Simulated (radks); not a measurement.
Effect of the nuclear size on the ytterbium ion Yb+, [Xe] 4f14 6s1. Calculated with a radial shooting solver on a logarithmic mesh with Libxc functionals: Dirac Kohn-Sham, LDA (Slater exchange, Perdew-Wang correlation), spin-unpolarised, spherical densities, finite nucleus; Fermi nuclear charge, rms radius 5.3108 fm. The rms radius is varied about that value; shifts are against it.

| rms radius (fm) | total energy shift (eV) | density at nucleus (e/bohr^3) | 1s1/2 shift (meV) | 2s1/2 shift (meV) | 5s1/2 shift (meV) | 5p1/2 shift (meV) | 6s1/2 shift (meV) | 4f7/2 shift (meV) | 6p1/2 (empty) shift (meV) |
|---|---|---|---|---|---|---|---|---|---|
| 4.5142 | -11.0 | 1.075e+06 | -4500 | -612 | -4.90 | 0.244 | -0.397 | 0.607 | 0.106 |
| 5.0877 | -3.21 | 1.036e+06 | -1310 | -178 | -1.43 | 0.071 | -0.116 | 0.177 | 0.031 |
| 5.3108 | 0 | 1.022e+06 | 0.000 | 0.000 | 0.000 | 0.000 | 0.000 | 0.000 | 0.000 |
| 5.5126 | 2.99 | 1.011e+06 | 1220 | 166 | 1.33 | -0.066 | 0.108 | -0.164 | -0.029 |
| 5.9481 | 9.70 | 9.874e+05 | 3960 | 538 | 4.31 | -0.214 | 0.349 | -0.534 | -0.093 |

Slopes of the eigenvalues against <r^2> in GHz/fm^2, as finite differences over the two radii next to the reference (eigenvalue slopes, not the field-shift constants of lines): 1s1/2 136000, 2s1/2 18500, 5s1/2 148, 5p1/2 -7.35, 6s1/2 12.0, 4f7/2 -18.3, 6p1/2 (empty) -3.19.
